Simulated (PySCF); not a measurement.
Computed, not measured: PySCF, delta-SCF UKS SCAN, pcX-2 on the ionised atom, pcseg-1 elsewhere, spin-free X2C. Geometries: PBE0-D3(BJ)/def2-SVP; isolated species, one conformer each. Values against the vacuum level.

(1) Order these sites by rising C 1s binding energy.
A. C2 in `[F:1][C:2]1([F:3])[CH2:4][CH2:5]1`
B. C2 in `[N:1]#[C:2]/[CH:3]=[N:4]/[SiH3:5]`
C. C1 in `[CH2:1]=[C:2]([F:3])[CH2:4][F:5]`
D. Carbon in `[CH3][Al]([CH3])[CH3]`
E. C2 in `[F:1][C@@H:2]1[CH2:3][C@H:4]1[F:5]`

Answers

(1) D (289.46 eV), C (290.61 eV), B (292.66 eV), E (293.47 eV), A (295.58 eV).

The highest is bonded to 2 F and 2 C, the lowest to 3 H and Al; the range is 6.12 eV.

1 of these hole states is spin-contaminated (⟨S²⟩ 0.86, against 0.75; counted from 0.85) and less certain.
